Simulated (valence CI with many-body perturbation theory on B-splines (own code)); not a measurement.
Ru⁵⁺ in three bases

Calculated by relativistic CI+MBPT: three valence electrons over a frozen Dirac-Fock core [Kr], radial functions for each j: 7 s, 7 p, 8 d, 6 f, 4 g, 1 h, with the one-electron correlation potential Σ1, the two-electron term Σ2, the three-electron term Σ3, Breit, model QED; selected CI, second order for the rest, scaled by the run's own slope (own B-spline code, finite nucleus).

No measured spectrum was set against this ion. As an estimate, terms of the open shell hold to 2 to 4 % of their energy, and close levels can change places; different configurations can be misplaced against each other by 1,000 to 8,000 cm⁻¹. Only levels of the ground parity were solved; by the run's estimate the other parity begins above the list, which can be wrong where configurations are misplaced.

The reference run has the lowest level 4d3 4F_3/2 and an ionisation energy of 76.5808 eV. Its largest variational space holds 9379 state functions.

Names give the largest LS component (configuration and term), which can be under half, so a name can repeat, a term be missing and a line seem to break the LS rules; names also repeat where a configuration has a term twice. Letters in brackets count levels of one name in rising energy.

Changed runs:
A. basis 6 s, 6 p, 5 d, 5 f, 1 g
B. basis 5 s, 5 p, 4 d, 4 f

Excitation energies of the reference run in cm⁻¹, and shifts in cm⁻¹:

| Level | Reference | A | B |
| --- | --- | --- | --- |
| 4d3 4F_5/2 | 1473 | -5.3 | -10 |
| 4d3 4F_7/2 | 3247 | -6.9 | -10 |
| 4d3 4F_9/2 | 5158 | -2.2 | +7.6 |
| 4d3 4P_3/2 | 14080 | +96 | +428 |
| 4d3 4P_1/2 | 14199 | +68 | +355 |
| 4d3 2G_7/2 | 15818 | +222 | +761 |
| 4d3 4P_5/2 | 16495 | +55 | +315 |
| 4d3 2G_9/2 | 16714 | +219 | +817 |
| 4d3 2D_3/2 [a] | 20150 | +245 | +772 |
| 4d3 2P_1/2 | 21015 | +256 | +964 |
| 4d3 2H_9/2 | 21830 | +223 | +942 |
| 4d3 2H_11/2 | 21929 | +226 | +1020 |
| Ionisation energy (eV) | 76.5808 | -0.0276 | -0.0457 |
